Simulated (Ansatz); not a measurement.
Consider the redistribution: `B[SiH2]C(F)Cl` + `OC(F)[SiH3]` → `O[SiH2]C(F)Cl` + `BC(F)[SiH3]`.

Computed with Ansatz on PBE0-D4/def2-TZVP structures; ΔE is electronic, products minus reactants. CCSD(T)/CBS adds triple-zeta CCSD(T) − MP2 to the extrapolated MP2 energy (def2 sets, frozen cores). Functionals use def2-TZVPP. B3LYP here is the variant with VWN-RPA as its local correlation; programs differ in this. One conformer a species, not always the lowest.

`B[SiH2]C(F)Cl`:

```xyz
10

B    -0.172   -0.839    1.709
Si   -0.416    0.535    0.264
C     0.517    0.070   -1.338
F     0.094   -1.155   -1.793
Cl    0.231    1.288   -2.603
H    -0.877   -0.823    2.674
H     0.690   -1.665    1.665
H    -1.839    0.754   -0.106
H     0.171    1.818    0.745
H     1.602    0.018   -1.216
```

`OC(F)[SiH3]`:

```xyz
9

O     0.310    0.774   -1.400
C    -0.374   -0.120   -0.607
F    -1.717    0.257   -0.510
Si    0.394   -0.110    1.145
H     0.032    0.672   -2.316
H    -0.394   -1.126   -1.050
H     0.374    1.277    1.669
H    -0.412   -1.007    2.010
H     1.786   -0.617    1.059
```

`O[SiH2]C(F)Cl`:

Cartesian coordinates in Å:
```
O 1.100 0.452 -1.455
Si 0.870 0.026 0.111
C -0.952 -0.474 0.374
F -1.199 -0.746 1.691
Cl -1.965 0.908 -0.144
H 0.568 1.176 -1.792
H 1.128 1.126 1.072
H 1.743 -1.142 0.363
H -1.293 -1.326 -0.219
```

`BC(F)[SiH3]`:

Cartesian coordinates in Å:
```
B -0.924 -1.143 -0.125
C -0.792 0.340 0.177
F -1.129 0.766 1.457
Si 1.120 0.560 -0.069
H -0.717 -1.492 -1.252
H -1.107 -1.943 0.740
H -1.227 1.031 -0.556
H 1.508 1.759 0.710
H 1.399 0.745 -1.514
H 1.869 -0.622 0.432
```

| level | ΔE (kJ/mol) |
| --- | --- |
| B3LYP-D4 | -187.4 |
| ωB97M-V | -192.1 |
| PBE0 | -180.4 |
| MP2/def2-TZVPP | -198.4 |

(1) What does CCSD(T)/CBS give? (Best estimate.)

Largest T1 diagnostic among the species: 0.013.

Answers

(1) The calculation gave: -189.6 kJ/mol. The listed levels differ from it by 2.2, -2.5, 9.2, -8.8 kJ/mol.

From PBE to PBE0 (25 % exact exchange), in def2-TZVPP and without D4, ΔE moves by −3.6 kJ/mol. In def2-TZVPP, CCSD(T) changes the Hartree–Fock value by −3.2 kJ/mol (the triples alone add −0.6 kJ/mol) and MP2 by −16.5 kJ/mol.
